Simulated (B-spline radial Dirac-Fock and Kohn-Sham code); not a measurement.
## Atomic SCF run for N

ΔSCF core binding energies without Breit or QED terms, calculated with a radial finite-basis atomic code. Keys: rel is the Hamiltonian (dirac, or spin-free x2c and nr, where L3 and M5 stand for the whole 2p and 3d shells), method is hf or an exchange,correlation pair (spin-unpolarised, also for the hole states), nuc the nuclear model, radius_factor scales its radius, rmax is the box in bohr, h the logarithmic mesh step, order the B-spline order, points the quadrature points per cell, c_factor scales the speed of light, and damp, ndamp, maxit and tol steer the iteration. The run stops when the commutator error falls below 10·tol·max(1, Z/10), or the numerical noise floor, and the energy has settled to about 1e-8 Ha; the virial ratio is −V/T.

Input (task.json):

```json
{"items": [{"Z": 7, "q": 0, "cfg": [[1, 0, 2], [2, 0, 2], [2, 1, 3]], "A": 14, "rrms": 2.5582, "do": "settings", "holes": ["K", "L3", "M5"],
  "settings": [{"rel": "dirac", "method": "hf", "nuc": "fermi", "radius_factor": 1.0, "rmax": 45.0, "h": 0.3, "order": 8, "points": 10, "c_factor": 0.0118, "maxit": 61, "damp": 0.5, "ndamp": 3, "tol": 1e-08}]}]}
```

Command: `python xray2_run.py task.json out`

Ground-state iterations:

```
iter   energy (Ha)        error
   1      -32.11298608  3.53e-01
   2      -26.33758402  8.21e-02
   3      -26.37971316  2.86e-02
   4      -33.01528172  2.31e-01
   5      -39.70063095  9.31e-02
   6      -40.02790367  2.88e-02
   7      -32.94886893  3.69e-01
   8      -33.25590344  3.59e-01
   9      -33.18442588  3.58e-01
  10      -34.26312776  3.30e-01
  11      -34.37219608  2.85e-01
  12      -34.09084762  2.88e-01
  13      -34.22777817  2.69e-01
  14      -33.74025905  2.58e-01
  15      -33.44270812  3.07e-01
  23      -34.52650845  1.22e-04
  28      -34.52650808  8.55e-08
```

The ground state converged in 28 iterations, with total energy -34.52651 Ha, virial ratio 1.13273 and highest orbital energy -11.85 eV. ΔSCF binding energies: K (1s) 113.0 eV (not all states converged, so these are not final). Holes are computed only in closed shells, and unreliable hole states are left out.

Question: One setting is unsound. Which, and why?

Answer: c_factor makes c so small that Zα exceeds 1, so any numbers that come out have no meaning. With the default settings (Dirac Hartree-Fock): The ground state converged in 10 iterations, with total energy -54.32772 Ha, virial ratio 1.99884 and highest orbital energy -13.83 eV. ΔSCF binding energies: K (1s) 412.0 eV. Holes are computed only in closed shells, and unreliable hole states are left out.
